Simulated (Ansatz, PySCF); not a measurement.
Mo(O)(NH)(F)(OH) (FH2MoNO2), SMILES [Mo](=[NH])([OH])([F])=[O], multiplicity 1. Atoms are numbered in the order given.

```xyz
7

Mo     0.0365    -0.0369     0.0457
O      1.6555    -0.0039     0.5000
N     -0.0657     0.1837    -1.6705
H      0.4685     0.3122    -2.5314
F     -0.7372    -1.6786     0.4720
O     -0.8786     1.3717     0.8840
H     -1.4334     2.0194     0.4277
```
Charge 0, spin multiplicity 1.

Geometry: B3LYP-D3(BJ)/def2-SVP. The multiplicity is an assumed one; no other spin state was optimised. The structure was generated by enumeration; whether it is a known compound was not checked. The def2 effective core potentials stand for the cores of Mo; spin–orbit coupling is left out. Other conformers were not sampled.

Two levels are set side by side: PBE-D3(BJ)/def2-SVP (Ansatz, an electronic-structure program) and B3LYP-D3(BJ)/def2-SVP (Ansatz). Each level has its own optimised geometry; the coordinates shown are those of the second. Frequencies come from the Hessian of PySCF at each geometry. Differences are taken from unrounded values.

| quantity | B3LYP-D3(BJ) |
|---|---|
| mean bond length (Å) | 1.524 |
| bond Mo1–O2 (Å) | 1.682 |
| bond Mo1–N3 (Å) | 1.733 |
| bond Mo1–F5 (Å) | 1.864 |
| bond Mo1–O6 (Å) | 1.877 |
| bond N3–H4 (Å) | 1.021 |
| bond O6–H7 (Å) | 0.967 |
| highest harmonic wavenumber (cm⁻¹) | 3846 |
| mean harmonic wavenumber (cm⁻¹) | 956 |
| zero-point energy (kcal/mol) | 20.50 |

**Question.** What does PBE-D3(BJ) give, and how far is it from B3LYP-D3(BJ)? (Estimate from the structure and the level; the computed values follow.)

**Answer.** 
```json
[
 {"quantity": "mean bond length (Å)", "PBE-D3(BJ)": "1.533", "PBE-D3(BJ) minus B3LYP-D3(BJ)": "0.009"},
 {"quantity": "bond Mo1–O2 (Å)", "PBE-D3(BJ)": "1.695", "PBE-D3(BJ) minus B3LYP-D3(BJ)": "0.013"},
 {"quantity": "bond Mo1–N3 (Å)", "PBE-D3(BJ)": "1.744", "PBE-D3(BJ) minus B3LYP-D3(BJ)": "0.011"},
 {"quantity": "bond Mo1–F5 (Å)", "PBE-D3(BJ)": "1.869", "PBE-D3(BJ) minus B3LYP-D3(BJ)": "0.005"},
 {"quantity": "bond Mo1–O6 (Å)", "PBE-D3(BJ)": "1.885", "PBE-D3(BJ) minus B3LYP-D3(BJ)": "0.008"},
 {"quantity": "bond N3–H4 (Å)", "PBE-D3(BJ)": "1.029", "PBE-D3(BJ) minus B3LYP-D3(BJ)": "0.007"},
 {"quantity": "bond O6–H7 (Å)", "PBE-D3(BJ)": "0.976", "PBE-D3(BJ) minus B3LYP-D3(BJ)": "0.008"},
 {"quantity": "highest harmonic wavenumber (cm⁻¹)", "PBE-D3(BJ)": "3740", "PBE-D3(BJ) minus B3LYP-D3(BJ)": "-105"},
 {"quantity": "mean harmonic wavenumber (cm⁻¹)", "PBE-D3(BJ)": "930", "PBE-D3(BJ) minus B3LYP-D3(BJ)": "-26"},
 {"quantity": "zero-point energy (kcal/mol)", "PBE-D3(BJ)": "19.95", "PBE-D3(BJ) minus B3LYP-D3(BJ)": "-0.56"}
]
```

Exact exchange shortens and stiffens bonds; PBE has none. Differences between two approximate levels are no errors against the true value.
